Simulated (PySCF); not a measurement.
H3S (SMILES [SH3+]), charge +1, singlet, geometry from GFN2-xTB; DF-PBE0/6-31G* (PySCF).

The PySCF input:
```python
from pyscf import gto, scf, dft

mol = gto.Mole()
mol.atom = '''
    S     0.008152   -0.006678    0.114753
    H    -0.525802    1.066360   -0.517771
    H     1.091325   -0.058028   -0.698085
    H    -0.695957   -0.901485   -0.620200
'''
mol.basis = '6-31g*'
mol.charge = 1
mol.spin = 0
mol.verbose = 4
mol.build()

mf = dft.RKS(mol)
mf.xc = 'pbe0'
mf = mf.density_fit(auxbasis='def2-universal-jkfit')
mf.kernel()
```

What the program printed (banner, timings and long lists left out):

```
PySCF version 2.14.0

[INPUT] verbose = 4
[INPUT] num. atoms = 4
[INPUT] num. electrons = 18
[INPUT] charge = 1
[INPUT] spin (= nelec alpha-beta = 2S) = 0
[INPUT] symmetry False subgroup None
[INPUT] Mole.unit = angstrom
[INPUT] Symbol           X                Y                Z      unit          X                Y                Z       unit  Magmom
[INPUT]  1 S      0.008152000000  -0.006678000000   0.114753000000 AA    0.015405047367  -0.012619591060   0.216851741972 Bohr   0.0
[INPUT]  2 H     -0.525802000000   1.066360000000  -0.517771000000 AA   -0.993621775749   2.015128350191  -0.978445385242 Bohr   0.0
[INPUT]  3 H      1.091325000000  -0.058028000000  -0.698085000000 AA    2.062305362891  -0.109657027556  -1.319189461667 Bohr   0.0
[INPUT]  4 H     -0.695957000000  -0.901485000000  -0.620200000000 AA   -1.315168124474  -1.703559755404  -1.172008142455 Bohr   0.0

nuclear repulsion = 19.5454587616783
number of shells = 14
number of NR pGTOs = 63
number of NR cGTOs = 24
basis = 6-31g*
ecp = {}

******** <class 'pyscf.df.df_jk.DFRKS'> ********
method = DFRKS
initial guess = minao
damping factor = 0
level_shift factor = 0
DIIS = <class 'pyscf.scf.diis.CDIIS'>
diis_start_cycle = 1
diis_space = 8
diis_damp = 0
SCF conv_tol = 1e-09
SCF conv_tol_grad = None
SCF max_cycles = 50
direct_scf = False
XC library pyscf.dft.libxc version 7.1.2
    S. Lehtola, C. Steigemann, M. J. T. Oliveira, and M. A. L. Marques,  SoftwareX 7, 1–5 (2018)
XC functionals = pbe0
    C. Adamo and V. Barone,  J. Chem. Phys. 110, 6158 (1999)
    M. Ernzerhof and G. E. Scuseria,  J. Chem. Phys. 110, 5029 (1999)
radial grids:
    Treutler-Ahlrichs [JCP 102, 346 (1995); DOI:10.1063/1.469408] (M4) radial grids

becke partition: Becke, JCP 88, 2547 (1988); DOI:10.1063/1.454033
pruning grids: <function nwchem_prune>
grids dens level: 3
symmetrized grids: False
atomic radii adjust function: <function treutler_atomic_radii_adjust>
small_rho_cutoff = 0
Set gradient conv threshold to 3.16228e-05
Initial guess from minao.
tot grids = 48304
******** <class 'pyscf.df.df.DF'> ********
auxbasis = def2-universal-jkfit
init E= -399.780016910583
  HOMO = -0.388391472328707  LUMO = -0.0126249005893376  gap/eV = 10.22513
cycle= 1 E= -399.481392582252  delta_E= 0.299  |g|= 0.179  |ddm|= 1.55
  HOMO = -0.690820222009558  LUMO = -0.276951023069348  gap/eV = 11.26195
cycle= 2 E= -399.493170211215  delta_E= -0.0118  |g|= 0.0781  |ddm|= 0.395
  HOMO = -0.669614569207641  LUMO = -0.256188876797299  gap/eV = 11.24989
cycle= 3 E= -399.494961578596  delta_E= -0.00179  |g|= 0.011  |ddm|= 0.12
  HOMO = -0.670877655009867  LUMO = -0.255761136666915  gap/eV = 11.29590
cycle= 4 E= -399.49499294371  delta_E= -3.14e-05  |g|= 0.00409  |ddm|= 0.0178
  HOMO = -0.669701524243989  LUMO = -0.255167415483112  gap/eV = 11.28005
cycle= 5 E= -399.494998735932  delta_E= -5.79e-06  |g|= 0.000191  |ddm|= 0.00565
  HOMO = -0.669738845333291  LUMO = -0.255182646765597  gap/eV = 11.28065
cycle= 6 E= -399.494998747249  delta_E= -1.13e-08  |g|= 1.78e-05  |ddm|= 0.000267
  HOMO = -0.669743260136012  LUMO = -0.25518479322819  gap/eV = 11.28071
cycle= 7 E= -399.494998747357  delta_E= -1.08e-10  |g|= 4.85e-07  |ddm|= 2.56e-05
  HOMO = -0.66974325718707  LUMO = -0.255184769560504  gap/eV = 11.28071
Extra cycle  E= -399.494998747357  delta_E= 5.68e-14  |g|= 1.57e-07  |ddm|= 1.05e-06
converged SCF energy = -399.494998747357
```
